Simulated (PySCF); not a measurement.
## Zr(2+) (zirconium, charge +2) across methods

[Kr] 4d1 5p1, one real determinant (an excited configuration). Calculation: PySCF 2.14, in x2c-TZVPPall with one added diffuse shell each of s, p, d, f type (9s7p7d3f1g, 95 functions); the spin-free X2C one-electron Hamiltonian (Gaussian nucleus).

```csv
method,E (hartree),mean ε 4p β (eV),mean ε 4d α (eV),mean ε 5p α (eV),Σ⟨r²⟩ (bohr²),⟨S²⟩
PBE0,-3596.95,-53.070,-22.999,-14.671,39.51,2.001
CAM-B3LYP,-3597.46,-54.507,-24.286,-15.454,39.49,2.001
r2SCAN0,-3597.24,-53.590,-23.183,-14.623,39.55,2.001
r2SCAN,-3597.25,-51.590,-21.812,-14.132,39.46,2.001
PBE,-3596.87,-50.801,-21.557,-14.176,39.38,2.000
wB97X,-3597.34,-55.610,-25.264,-16.025,39.60,2.001
LDA,-3592.79,-50.968,-21.446,-14.176,39.20,2.000
UHF,-3595.29553,-58.562,-26.544,-15.690,40.55,2.002
```

(1) Estimate the same row for BHandHLYP.

⟨L²⟩ = 8.02 against 12 for a pure F term, so this real determinant mixes terms.

## Answers

(1) E (hartree) = -3597.27; mean ε 4p β (eV) = -55.120; mean ε 4d α (eV) = -24.227; mean ε 5p α (eV) = -14.970; Σ⟨r²⟩ (bohr²) = 39.69; ⟨S²⟩ = 2.001.
